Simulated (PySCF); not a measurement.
Input file for PySCF: R-MP2/6-31G* on BCl2HO (SMILES OB(Cl)Cl), a point of a torsion scan.

```python
from pyscf import gto, scf, dft, mp
from pyscf.data.elements import chemcore

mol = gto.M(
    atom='''
    O    -0.87280461   -0.53167703    0.25132740
    B     0.31373375    0.05009695    0.10447280
    Cl    1.70627713   -0.92141684   -0.22051255
    Cl    0.50061707    1.78738241    0.14188523
    H    -1.65343913   -0.37095425   -0.27164342
    ''',
    basis='6-31g*',
    cart=True,
    charge=0, spin=0, verbose=3, max_memory=1800)
mf = scf.RHF(mol)
mf.conv_tol = 1e-8
mf.max_cycle = 100
mf.kernel()
if not mf.converged:
    mf = mf.newton().run(mf.mo_coeff, mf.mo_occ)
pt = mp.MP2(mf, frozen=chemcore(mol)).run()
```

### Question
Predict the final total energy.

### Answer
-1019.7335 hartree.
